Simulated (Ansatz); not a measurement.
# A ladder of methods for GaH3F− (SMILES [F][GaH3-])

GaH3F−: 5 atoms, total charge -1, spin state singlet. SMILES: `[F][GaH3-]`. Geometry: a GFN2-xTB relaxation, a rough one for these elements and not checked as a minimum.

```
atom    x (Å)    y (Å)    z (Å)
   F  -0.5006  -0.4959   1.5331
  Ga   0.0294   0.0269  -0.0843
   H  -0.8739   1.2297  -0.4738
   H  -0.1773  -1.1961  -1.0215
   H   1.5223   0.4354   0.0466
```

Each level gives the energy change with the F1–Ga2 bond stretched from 1.781 to 3.561 Å (eV). The values are calculated.

```tsv
level	kind	program	value (eV)	less FCI/STO-3G	CPU time (all runs)
HF/STO-3G (restricted)	Hartree–Fock	Ansatz	7.51	+6.90	0.33 s
PBE/STO-3G (restricted)	GGA	Ansatz	4.11	+3.50	5.8 s
r2SCAN/STO-3G (restricted)	meta-GGA	Ansatz	4.37	+3.76	12 s
HSE06/STO-3G (restricted)	range-separated hybrid	Ansatz	5.07	+4.46	6.9 s
B2PLYP/STO-3G (restricted)	double hybrid	Ansatz	3.98	+3.37	8.6 s
MP2/STO-3G (restricted)	perturbation theory	Ansatz	5.45	+4.84	0.49 s
CCSD(T)/STO-3G (unrestricted)	coupled cluster or CI	Ansatz	0.48	-0.13	2.4 s
FCI/STO-3G	exact in the basis	Ansatz	0.61	0.00	40 s
```

FCI/STO-3G is exact within its basis and frozen core, so for wave-function methods in that basis the difference is their error; functionals converge differently with the basis, so for them it is only a difference. A spin-restricted reference rises too steeply as a bond breaks; here HF/STO-3G, PBE/STO-3G, r2SCAN/STO-3G, HSE06/STO-3G, B2PLYP/STO-3G, MP2/STO-3G lie well above the multireference or unrestricted value. All-electron rows without a relativistic Hamiltonian named are non-relativistic. Sets without diffuse functions describe the anion poorly. The first shape isn't each level's own minimum. The values span 0.48 to 7.51 eV. Spin contamination of the reference (⟨S²⟩ at least 0.1 too high) touches CCSD(T)/STO-3G. All rows use very small basis sets, so none should be taken for the real molecule's value. In the correlated wave-function rows the outer d shell of Ga is correlated, in sets not made for it. Times are those of the runs behind each value, whatever else they computed, on shared processors of several kinds: orders of magnitude only.
